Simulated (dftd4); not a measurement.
C7H8O, triplet, geometry from GFN2-xTB (a higher spin typed on purpose: for a closed-shell molecule this is an excited state); D4 for revpbe (dftd4 4.2.0).

dftd4 was given this input:
```
$ dftd4 mol.xyz --func revpbe --charge 0 --json dftd4.json --noedisp --property

# file mol.xyz
16

C     -2.78186503     0.23684651    -0.14039591
O     -1.69961912    -0.47020552    -0.68097207
C     -0.43433259    -0.20352678    -0.24939057
C      0.61542253    -0.95639157    -0.85658381
C      1.90597796    -0.76820759    -0.51100788
C      2.24289758     0.23843572     0.52210363
C      1.20405287     0.98512866     1.12672689
C     -0.09393761     0.81036884     0.79295653
H     -3.67008755    -0.14706680    -0.64133420
H     -2.87561608     0.06922139     0.93800899
H     -2.69723092     1.31224785    -0.33029248
H      0.32634537    -1.67946990    -1.60442786
H      2.70654695    -1.32868306    -0.96191413
H      3.26980135     0.38631833     0.80382738
H      1.46928755     1.71472317     1.87982426
H     -0.88138802     1.37843070     1.25763135
```

Question: What does dftd4 print? Leave out banner, timings and long lists.

Answer: 
```
                    ____  _____ _____     ____  _  _
      -------------|  _ \|  ___|_   _|---|  _ \| || |------------
     |             | | | | |_    | | ___ | | | | || |_           |
     |             | |_| |  _|   | ||___|| |_| |__   _|          |
     |             |____/|_|     |_|     |____/   |_|            |
     |             ===================================           |
     |            E. Caldeweyher, S. Ehlert & S. Grimme          |
     |          Mulliken Center for Theoretical Chemistry        |
     |                    University of Bonn                     |
      -----------------------------------------------------------

Rational (Becke-Johnson) damping: revpbe-D4-ATM
---------------------
  s6         1.0000
  s8         1.7468
  s9         1.0000
  a1         0.5363
  a2         3.0726
 alp        16.0000
--------------------

Atomic data, radii in Ångström:
------------------------------------------------------
   Z          R(cov)      r4/r2   hardness         EN
------------------------------------------------------
   6 C        1.0000     1.6431     0.4220     2.5500
   8 O        0.8400     1.3725     0.5869     3.4400
   1 H        0.4267     1.0622     0.4726     2.2000
------------------------------------------------------

Atomic reference systems (in atomic units):
----------------------------------------------------------------------------
   Z        #      CN     q+Z       C6(AA)   #      CN     q+Z       C6(AA)
----------------------------------------------------------------------------
   6 C      1  0.0000  6.0000      49.3833   2  0.9189  5.8288      52.1688
            3  1.9079  5.8579      35.6972   4  2.8312  5.7775      35.8445
            5  3.7487  5.7435      28.6317   6  2.9183  5.8956      32.2504
            7  0.8556  6.2103      25.6194
   8 O      1  0.0000  8.0000      15.5711   2  0.8042  7.6453      20.8489
            3  1.6112  7.4012      24.8631   4  0.9798  8.0000      14.9880
   1 H      1  0.0000  1.0000       7.6362   2  0.8942  1.0000       3.0374
----------------------------------------------------------------------------

Atomic properties (in atomic units):
----------------------------------------------------------------------------
     #    Z              CN          q      C6(AA)        C8(AA)   alpha(0)
----------------------------------------------------------------------------
     1    6 C        3.6417    -0.1112     25.6629      742.2167     7.3624
     2    8 O        1.7048    -0.3317     19.3989      391.4809     5.9590
     3    6 C        2.8498     0.0936     27.3424      790.7895     8.5428
     4    6 C        2.8987    -0.0842     31.7307      917.7064     9.2068
     5    6 C        2.9009    -0.1120     32.4971      939.8730     9.3175
     6    6 C        2.9055    -0.1068     32.3498      935.6124     9.2967
     7    6 C        2.8985    -0.1104     32.4518      938.5633     9.3108
     8    6 C        2.8993    -0.1022     32.2252      932.0080     9.2783
     9    1 H        0.9246     0.1087      1.7074       20.6394     2.0434
    10    1 H        0.9238     0.1000      1.7855       21.5835     2.0896
    11    1 H        0.9239     0.1001      1.7846       21.5725     2.0891
    12    1 H        0.9257     0.1227      1.5917       19.2407     1.9729
    13    1 H        0.9260     0.1099      1.6969       20.5132     2.0371
    14    1 H        0.9261     0.1090      1.7051       20.6115     2.0419
    15    1 H        0.9255     0.1085      1.7095       20.6645     2.0446
    16    1 H        0.9260     0.1061      1.7304       20.9179     2.0571
----------------------------------------------------------------------------

Molecular properties (in atomic units):
----------------------------------------
 molecular C6                2860.7424
 molecular C8               69643.1095
----------------------------------------

Dispersion energy:      -4.9771816640540E-02 Eh

[Info] JSON dump of results written to 'dftd4.json'
```
